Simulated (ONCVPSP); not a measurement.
Plane-wave convergence, ONCV potential for magnesium (Mg)

ONCVPSP 4.0.1 input, shortened (lines: element, Z, core and valence counts, functional; n l f; lmax; l rc ep ncon nbas qcut; lloc lpopt rc5 dvloc0; l nproj debl; icmod fcfact rcfact), PBEsol, scalar-relativistic:

```
  Mg 12.00    1    3  -116133      upf
    1    0    2.00
    2    0    2.00
    2    1    6.00
    3    0    2.00
    2
    0    0.95    0.00    5    9   14.80
    1    1.20    0.00    4    8    9.20
    2    1.10    0.05    4    7    7.60
    4    3    0.60    6.00
    0    3    1.40
    1    2    3.60
    2    2    3.80
    0    0.00    0.00
```

**Question.** For each optimised wave give the share of its norm inside rc, the residual kinetic energy above qcut (Ha) and the cutoffs (Ha) for errors of 10, 1, 0.1 and 0.01 mHa per electron.

**Answer.**

```json
{"wave": "2s", "norm inside rc": "0.817", "residual KE": "7.6e-07", "10 mHa": "50.1", "1 mHa": "70.0", "0.1 mHa": "85.1", "0.01 mHa": "97.0"}
{"wave": "3s", "norm inside rc": "0.022", "residual KE": "7.8e-08", "10 mHa": "10.2", "1 mHa": "47.5", "0.1 mHa": "69.2", "0.01 mHa": "85.8"}
{"wave": "s projector 3", "norm inside rc": "0.034", "residual KE": "2.6e-07", "10 mHa": "14.8", "1 mHa": "55.9", "0.1 mHa": "76.3", "0.01 mHa": "92.3"}
{"wave": "2p", "norm inside rc": "0.908", "residual KE": "1.1e-03", "10 mHa": "35.1", "1 mHa": "43.6", "0.1 mHa": "134.1", "0.01 mHa": "179.5"}
{"wave": "p projector 2", "norm inside rc": "0.078", "residual KE": "1.7e-03", "10 mHa": "34.7", "1 mHa": "44.8", "0.1 mHa": "152.7", "0.01 mHa": "187.5"}
{"wave": "d projector 1", "norm inside rc": "0.000", "residual KE": "1.3e-06", "10 mHa": "0.4", "1 mHa": "1.6", "0.1 mHa": "7.1", "0.01 mHa": "17.7"}
{"wave": "d projector 2", "norm inside rc": "0.099", "residual KE": "3.6e-03", "10 mHa": "23.5", "1 mHa": "35.3", "0.1 mHa": "69.9", "0.01 mHa": "127.2"}
```

The occupied waves need 70 Ha and 134 Ha for 1 and 0.1 mHa. Rows with under 1 % of the norm inside rc give no meaningful cutoff.
